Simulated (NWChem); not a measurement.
Molecule: CH3Si, doublet; SMILES C=[SiH]

```xyz
5

C     -0.0418     1.1155    -0.0676
Si    -0.1002    -0.5853     0.2255
H     -0.9250     1.7715    -0.0331
H      0.9226     1.6022    -0.3027
H      1.1504    -1.4411     0.1628
```
Atoms are numbered in this order, from 1.

Level: PBE-D3(BJ)/def2-SVP, spin-unrestricted (NWChem), optimised geometry, unscaled harmonic frequencies. 

| frequency (cm⁻¹) | IR intensity (km/mol) |
|---|---|
| 226 | 4.3 |
| 480 | 0.1 |
| 700 | 45.8 |
| 797 | 54.6 |
| 938 | 3.6 |
| 1277 | 4.4 |
| 2076 | 61.1 |
| 3061 | 0.9 |
| 3182 | 1.4 |

```json
{
  "zero_point_energy": "18.2 kcal/mol",
  "thermal correction to the enthalpy at 298.15 K (with zero-point energy)": "21.2 kcal/mol",
  "heat capacity Cv": "11.2 cal/(mol K)",
  "entropy at 298.15 K and 1 atm (symmetry number 1, electronic part: spin degeneracy alone)": "61.7 cal/(mol K)",
  "dipole_moment": "0.39 D"
}
```

Rigid rotor and harmonic oscillator.
